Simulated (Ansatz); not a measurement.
Steps of a relaxation of C$_{3}$H$_{5}$Al (`C=[C]1[CH2][AlH]1`) with RKS PBE0-D4/def2-TZVP.

```sh
$ ansatz run in.yaml --threads 2 --pin off --events-out ev --progress --plain --max-ram 4352MiB
```

```yaml
crystal:
  periodic: [false, false, false]
  atoms:
    - {symbol: C, position_ang: [-0.153476, 1.167476, -1.148151]}
    - {symbol: C, position_ang: [0.092837, 0.428004, -0.049562]}
    - {symbol: C, position_ang: [0.480958, -1.052742, 0.087672]}
    - {symbol: Al, position_ang: [-0.449224, -0.284950, 1.627885]}
    - {symbol: H, position_ang: [0.058299, 0.787960, -2.168744]}
    - {symbol: H, position_ang: [-0.574427, 2.185418, -1.079341]}
    - {symbol: H, position_ang: [1.552956, -1.188379, 0.363311]}
    - {symbol: H, position_ang: [0.204846, -1.764898, -0.717903]}
    - {symbol: H, position_ang: [-1.124369, -0.324289, 3.067833]}
basis:
  gaussian: {orbitals: def2-TZVP}
hamiltonian: {xc: pbe0, dispersion: d4}
relax: {f_tol: 0.005, max_steps: 150}
```

Positions (Å) and forces (eV/Å) along the path, 14 of 14 steps:

```xyz
9
step=1 energy=-9780.9498 eV
C    -0.153    1.167   -1.148    0.101   -0.337    0.376
C     0.093    0.428   -0.050   -0.272    0.395   -0.522
C     0.481   -1.053    0.088    0.170   -0.206   -0.052
Al   -0.449   -0.285    1.628    0.171   -0.036   -0.438
H     0.058    0.788   -2.169   -0.101    0.203    0.558
H    -0.574    2.185   -1.079    0.235   -0.570   -0.015
H     1.553   -1.188    0.363   -0.524    0.111   -0.155
H     0.205   -1.765   -0.718    0.124    0.418    0.441
H    -1.124   -0.324    3.068    0.096    0.021   -0.193
9
step=2 energy=-9780.9923 eV
C    -0.155    1.153   -1.137    0.105   -0.041    0.044
C     0.089    0.429   -0.047   -0.200    0.076   -0.024
C     0.475   -1.048    0.087    0.111   -0.058    0.054
Al   -0.448   -0.286    1.617    0.129   -0.028   -0.290
H     0.078    0.782   -2.142   -0.072    0.047    0.152
H    -0.574    2.157   -1.073    0.061   -0.144   -0.013
H     1.541   -1.171    0.343   -0.168    0.009   -0.030
H     0.196   -1.745   -0.711    0.018    0.134    0.131
H    -1.113   -0.318    3.046    0.015    0.005   -0.024
9
step=3 energy=-9780.9940 eV
C    -0.137    1.157   -1.131   -0.179   -0.109   -0.129
C     0.089    0.432   -0.045    0.083    0.029    0.135
C     0.480   -1.043    0.089   -0.067   -0.007    0.032
Al   -0.449   -0.289    1.602    0.063   -0.012   -0.025
H     0.036    0.762   -2.133    0.108    0.057    0.005
H    -0.557    2.155   -1.070    0.008    0.067    0.000
H     1.536   -1.169    0.352    0.029    0.014   -0.002
H     0.204   -1.732   -0.708   -0.025   -0.041   -0.040
H    -1.114   -0.320    3.027   -0.021    0.002    0.024
9
step=4 energy=-9780.9979 eV
C    -0.155    1.150   -1.133    0.077   -0.019   -0.091
C     0.082    0.431   -0.045   -0.041    0.033    0.052
C     0.476   -1.044    0.089   -0.002   -0.023    0.022
Al   -0.445   -0.290    1.606    0.014   -0.015   -0.005
H     0.070    0.774   -2.134   -0.016    0.018    0.032
H    -0.563    2.154   -1.074   -0.032    0.019   -0.002
H     1.535   -1.166    0.345    0.024    0.001   -0.004
H     0.195   -1.735   -0.705   -0.016   -0.016   -0.020
H    -1.108   -0.321    3.033   -0.006    0.002    0.015
9
step=5 energy=-9780.9964 eV rejected
C    -0.141    1.152   -1.133   -0.061    0.023    0.056
C     0.082    0.440   -0.036   -0.104   -0.080   -0.042
C     0.472   -1.043    0.092    0.087    0.074    0.030
Al   -0.444   -0.291    1.612    0.000   -0.013   -0.037
H     0.105    0.776   -2.125   -0.002   -0.029   -0.042
H    -0.594    2.139   -1.089    0.075    0.036    0.006
H     1.536   -1.169    0.326    0.021   -0.029    0.021
H     0.177   -1.727   -0.704   -0.019    0.015   -0.001
H    -1.104   -0.324    3.041    0.004    0.004    0.009
9
step=6 energy=-9780.9986 eV
C    -0.149    1.151   -1.134    0.017   -0.005    0.001
C     0.080    0.434   -0.041   -0.047    0.002   -0.005
C     0.475   -1.044    0.091    0.022    0.009    0.012
Al   -0.445   -0.292    1.608    0.006   -0.012   -0.005
H     0.082    0.774   -2.131    0.000   -0.002   -0.005
H    -0.572    2.150   -1.081    0.006    0.009    0.002
H     1.537   -1.166    0.338    0.006   -0.003   -0.002
H     0.189   -1.732   -0.704   -0.010   -0.001   -0.001
H    -1.107   -0.323    3.037    0.000    0.003    0.004
9
step=7 energy=-9780.9988 eV
C    -0.150    1.154   -1.135    0.056   -0.071   -0.065
C     0.055    0.429   -0.044    0.001   -0.060   -0.025
C     0.476   -1.049    0.095   -0.019    0.053   -0.015
Al   -0.451   -0.300    1.607    0.022   -0.007    0.028
H     0.104    0.788   -2.133   -0.010    0.018    0.060
H    -0.571    2.152   -1.079   -0.028    0.045   -0.008
H     1.545   -1.153    0.318   -0.008   -0.003   -0.003
H     0.180   -1.751   -0.685    0.004    0.030   -0.002
H    -1.100   -0.318    3.040   -0.018   -0.006    0.031
9
step=8 energy=-9780.9994 eV
C    -0.147    1.152   -1.136    0.014   -0.012   -0.003
C     0.055    0.430   -0.042   -0.005   -0.035   -0.021
C     0.475   -1.046    0.096   -0.004    0.037   -0.018
Al   -0.450   -0.300    1.611    0.007   -0.003    0.013
H     0.109    0.783   -2.131    0.000    0.001    0.017
H    -0.574    2.150   -1.086   -0.003    0.010   -0.006
H     1.543   -1.154    0.317   -0.009   -0.002   -0.003
H     0.177   -1.741   -0.691    0.005    0.007    0.010
H    -1.100   -0.323    3.045   -0.005   -0.003    0.011
9
step=9 energy=-9780.9996 eV
C    -0.146    1.152   -1.137   -0.002    0.015    0.011
C     0.049    0.431   -0.042   -0.006   -0.018   -0.017
C     0.473   -1.044    0.096    0.002    0.013   -0.006
Al   -0.451   -0.301    1.613    0.002   -0.001    0.010
H     0.117    0.782   -2.129    0.003   -0.004    0.001
H    -0.574    2.149   -1.092    0.004   -0.004   -0.004
H     1.543   -1.150    0.312   -0.005    0.000    0.000
H     0.174   -1.739   -0.689    0.002    0.001    0.005
H    -1.097   -0.327    3.050    0.000   -0.001    0.000
9
step=10 energy=-9780.9997 eV
C    -0.145    1.152   -1.138   -0.003    0.011    0.008
C     0.041    0.429   -0.042   -0.001   -0.002   -0.010
C     0.472   -1.043    0.097    0.001   -0.002   -0.001
Al   -0.452   -0.303    1.615   -0.002    0.002    0.006
H     0.127    0.783   -2.128    0.001   -0.001    0.001
H    -0.574    2.149   -1.096    0.003   -0.006   -0.001
H     1.543   -1.146    0.307   -0.001    0.001    0.000
H     0.170   -1.740   -0.685    0.001   -0.002    0.001
H    -1.094   -0.329    3.053    0.001    0.000   -0.003
9
step=11 energy=-9780.9996 eV rejected
C    -0.145    1.152   -1.138    0.001    0.007    0.008
C     0.039    0.428   -0.043   -0.017   -0.001   -0.006
C     0.470   -1.044    0.097    0.021    0.014   -0.003
Al   -0.451   -0.303    1.615   -0.011    0.005    0.003
H     0.131    0.785   -2.127   -0.005   -0.004   -0.003
H    -0.576    2.149   -1.095    0.007   -0.001    0.000
H     1.542   -1.143    0.306    0.002   -0.013    0.001
H     0.171   -1.742   -0.685   -0.002   -0.004    0.001
H    -1.092   -0.328    3.054    0.002   -0.002    0.000
9
step=12 energy=-9780.9997 eV
C    -0.145    1.153   -1.138   -0.005    0.001    0.000
C     0.039    0.428   -0.043    0.002   -0.001   -0.001
C     0.471   -1.043    0.097    0.001    0.001    0.000
Al   -0.452   -0.303    1.615   -0.002    0.001    0.002
H     0.129    0.784   -2.128    0.002    0.001    0.000
H    -0.574    2.150   -1.096    0.002   -0.001    0.000
H     1.543   -1.144    0.306    0.000    0.000   -0.001
H     0.170   -1.742   -0.684   -0.001   -0.002    0.000
H    -1.093   -0.329    3.054    0.001    0.000    0.000
9
step=13 energy=-9780.9997 eV rejected
C    -0.147    1.153   -1.139    0.021    0.003   -0.003
C     0.035    0.427   -0.044   -0.004   -0.001    0.004
C     0.471   -1.043    0.097    0.002   -0.001    0.002
Al   -0.452   -0.303    1.616   -0.001   -0.002   -0.003
H     0.134    0.786   -2.128   -0.008   -0.002   -0.001
H    -0.574    2.150   -1.096   -0.008    0.000    0.000
H     1.543   -1.142    0.304    0.000    0.001   -0.001
H     0.169   -1.744   -0.682   -0.001    0.001   -0.001
H    -1.091   -0.330    3.055    0.000    0.001    0.001
9
step=14 energy=-9780.9997 eV
C    -0.145    1.153   -1.139    0.000   -0.001   -0.001
C     0.038    0.428   -0.043   -0.001    0.000    0.000
C     0.471   -1.043    0.097    0.002   -0.001    0.001
Al   -0.452   -0.303    1.615    0.000    0.000    0.000
H     0.131    0.785   -2.128    0.000    0.000    0.000
H    -0.575    2.150   -1.096    0.000    0.001    0.000
H     1.543   -1.143    0.304    0.000    0.000    0.000
H     0.170   -1.743   -0.683   -0.001    0.000   -0.001
H    -1.092   -0.330    3.055    0.000    0.000    0.000
```

Hardware: 2 threads of an Arm Neoverse V1 on a shared host. Wall time 51 s, peak host memory 0.32 GiB.
